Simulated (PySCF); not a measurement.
## Cr⁺: excitation energy

Cr⁺ [Ar] 3d5 (6S) → Cr⁺ [Ar] 3d4 4s1 (6D), as a difference of total energies. Computed with PySCF 2.14 in aug-cc-pVDZ-DK (7s6p4d2f, 59 functions), with the spin-free X2C one-electron Hamiltonian (Gaussian nucleus). Correlated levels: valence: [Ar] frozen. The calculations carry no spin-orbit coupling.

```csv
method,excitation energy (eV),error (eV)
UHF,0.787,-0.735
MP2 (valence),1.401,-0.121
SCS-MP2 (valence),0.992,-0.530
CCSD (valence),1.388,-0.134
CCSD(T) (valence),1.399,-0.123
```

Reference: 1.522 eV (measured; NIST levels, between the centres of gravity of the two terms).

Errors of the correlated levels include the incompleteness of this basis and the frozen core.
